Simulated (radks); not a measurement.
The numbers below are computed, except where a source is named.
Valence configurations of Yb (all share [Xe]). Level of theory: scalar-relativistic Kohn-Sham, PBEsol, spin-polarised, spherical densities, finite nucleus; open shells are filled with parallel spins first (spin-orbit coupling, left out, can overturn this in heavy ions); Fermi nuclear charge, rms radius 5.3108 fm (a radial shooting solver on a logarithmic mesh with Libxc functionals). Energies are relative to 4f14 6s2; eigenvalues in eV for spin up.

valence               E (eV)  moment (Bohr magnetons)    e(4f)   e(5d)   e(6p)   e(6s)
4f14 6s2               0.000                        0   -3.068       -       -  -3.937
4f13.5 6s2 6p0.5       1.912                        1   -7.895       -  -1.795  -5.068
4f14 5d1 6s1           2.717                        2   -2.572  -0.926       -  -4.325
4f13 5d1 6s2           4.698                        2   -9.996  -2.114       -  -4.788
4f14 6p2               5.546                        2   -5.893       -  -2.620       -
4f13 6s2 6p1           5.827                        2  -13.169       -  -2.402  -6.121
4f14 5d2               6.087                        2   -2.517  -1.023       -       -
4f12.5 5d1 6s2 6p0.5   9.607                        3  -15.268  -3.792  -2.005  -5.762
4f12 5d2 6s2          14.269                        4  -17.413  -3.408       -  -5.267
4f11 5d1 6s2 6p2      38.355                        6  -33.236  -9.689  -3.616  -8.614

NIST lists [Xe] 4f14 6s2 as the ground configuration; this level of theory agrees among the configurations tried. The energies are those of spherical high-spin densities, not of single terms.
